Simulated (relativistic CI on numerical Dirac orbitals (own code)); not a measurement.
A reference radial Dirac CI calculation of Zr7+ gave the lowest total energy -3580.47503 Ha in 36 SCF steps, from this input:

```
atom Zr  Z=40  charge=7  electrons=33
nucleus A=90  rms_radius_fm=4.2694
hamiltonian dirac-coulomb  breit=on  qed=on  c_scale=1
orbitals kli  potential=per-configuration
slater_scale 1
correlation none
mixing on
grid step=0.0125 r_max=18.6
scf mixing=0.4 start=green max_iterations=150 tolerance=2e-08 node_fill=0.05
configurations
  [Ar] 3d10 4s2 4p3
  [Ar] 3d10 4s 4p4
  [Ar] 3d10 4p5
end
```

One setting was then changed, and the output read:

```
SCF 1: [Ar] 3d10 4s2 4p3
 iter      energy (Ha)   residual   last orbital (Ha)
    1     -3543.881961   3.41e+00     -8.18318
    2     -3576.632993   1.51e+00     -6.13355
    3     -3583.495441   1.62e-01     -4.85797
    4     -3583.721825   1.20e-01     -4.90281
    5     -3583.730596   1.54e-03     -4.79414
    6     -3583.729393   2.38e-03     -4.79520
    7     -3583.730134   3.53e-05     -4.79529
    8     -3583.730146   1.08e-05     -4.79532
    9     -3583.730143   2.15e-06     -4.79532
   10     -3583.730143   1.58e-07     -4.79532
   11     -3583.730143   2.09e-08     -4.79532
   12     -3583.730143   1.70e-10     -4.79532
SCF 2: [Ar] 3d10 4s 4p4
 iter      energy (Ha)   residual   last orbital (Ha)
    1     -3542.725286   3.42e+00     -8.18318
    2     -3575.653518   1.51e+00     -6.11171
    3     -3582.514445   1.63e-01     -4.82780
    4     -3582.736957   1.17e-01     -4.87473
    5     -3582.744046   1.26e-03     -4.76676
    6     -3582.743028   2.36e-03     -4.76823
    7     -3582.743759   1.71e-05     -4.76842
    8     -3582.743761   7.09e-06     -4.76840
    9     -3582.743758   2.20e-06     -4.76840
   10     -3582.743759   1.56e-07     -4.76841
   11     -3582.743759   1.59e-08     -4.76841
SCF 3: [Ar] 3d10 4p5
 iter      energy (Ha)   residual   last orbital (Ha)
    1     -3541.380300   3.43e+00     -8.18318
    2     -3574.519175   1.51e+00     -6.09200
    3     -3581.389478   1.64e-01     -4.80275
    4     -3581.605337   1.15e-01     -4.84987
    5     -3581.611550   1.26e-03     -4.74131
    6     -3581.610760   2.35e-03     -4.74291
    7     -3581.611473   7.98e-05     -4.74320
    8     -3581.611463   9.74e-06     -4.74312
    9     -3581.611459   8.96e-06     -4.74311
   10     -3581.611461   2.25e-07     -4.74312
   11     -3581.611461   2.39e-08     -4.74312
   12     -3581.611461   1.36e-10     -4.74312
orbital energies (Ha): 3s -19.0423  3p1/2 -16.1691  3p3/2 -15.6669  3d3/2 -10.6146  3d5/2 -10.5230  4s -5.7188  4p1/2 -4.8775  4p3/2 -4.7953
configuration averages (Ha): Dirac-Coulomb, Breit, QED
  4s2 4p3                      -3583.730143    2.040914    1.371843
  4s 4p4                       -3582.743759    2.041178    1.369738
  4p5                          -3581.611461    2.041433    1.367623
levels: no., configuration, term, J, E (cm-1), weight
   1 4s2 4p3                4S*  3/2              0.0  0.92
   2 4s2 4p3                2D*  3/2          27381.7  0.76
   3 4s2 4p3                2D*  5/2          34006.9  1.00
   4 4s2 4p3                2P*  1/2          48233.4  0.99
   5 4s2 4p3                2P*  3/2          57918.7  0.73
   6 4s 4p4                 4P   5/2         194992.9  0.98
   7 4s 4p4                 4P   3/2         205326.9  0.99
   8 4s 4p4                 4P   1/2         209283.9  0.97
   9 4s 4p4                 2D   3/2         259250.2  0.98
  10 4s 4p4                 2D   5/2         261591.4  0.98
  11 4s 4p4                 2S   1/2         290391.6  0.89
  12 4s 4p4                 2P   3/2         312986.4  0.98
  13 4s 4p4                 2P   1/2         326744.5  0.92
  14 4p5                    2P*  3/2         498778.2  0.99
lowest total energy -3580.472328 Ha
end: converged
```

Task: Which setting was changed?
A. QED terms
B. node fill of the KLI weights
C. Breit term
D. SCF mixing

Result: B. The node fill of the KLI weights 0.2.
